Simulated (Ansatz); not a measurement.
CH$_{8}$AsNSi (`CN([SiH3])[AsH2]`), relaxed with RKS PBE-D4/def2-SVP in the Gaussian-basis code of Ansatz from a rough embedded geometry. The force threshold is 0.03 eV/Å; the program also tests the step.

Charge 0, multiplicity 1.

Start:

```xyz
12

C     0.244   -1.028   -1.068
N    -0.070   -0.714    0.279
Si   -1.082    0.740    0.275
As    1.547   -0.285    1.176
H     0.895   -1.997   -1.101
H    -0.685   -1.327   -1.677
H     0.793   -0.251   -1.630
H    -1.420    1.196    1.629
H    -2.406    0.483   -0.430
H    -0.427    1.869   -0.402
H     1.787    1.015    0.513
H     0.825    0.297    2.437
```

Q: By how much does the energy fall, and how many steps does the optimiser take? (Best estimate.)

A: Computed: 10.87 kcal/mol, in 8 steps, 2 of them rejected.

Q: Which bonds change most? (Best estimate.)

A: Computed: As4–H11 from 1.478 to 1.560 Å; C1–H5 from 1.168 to 1.112 Å; C1–N2 from 1.418 to 1.462 Å; Si3–H10 from 1.470 to 1.514 Å.

Q: Give the relaxed structure. (Best estimate.)

A: The calculation gave: 
```xyz
12

C     0.242   -1.117   -1.153
N     0.081   -0.373    0.096
Si   -1.152    0.870    0.222
As    1.611   -0.333    1.191
H     0.803   -2.061   -0.980
H    -0.754   -1.397   -1.558
H     0.779   -0.554   -1.955
H    -1.465    1.092    1.676
H    -2.375    0.383   -0.512
H    -0.754    2.204   -0.372
H     2.119    1.113    0.901
H     0.866    0.173    2.444
```
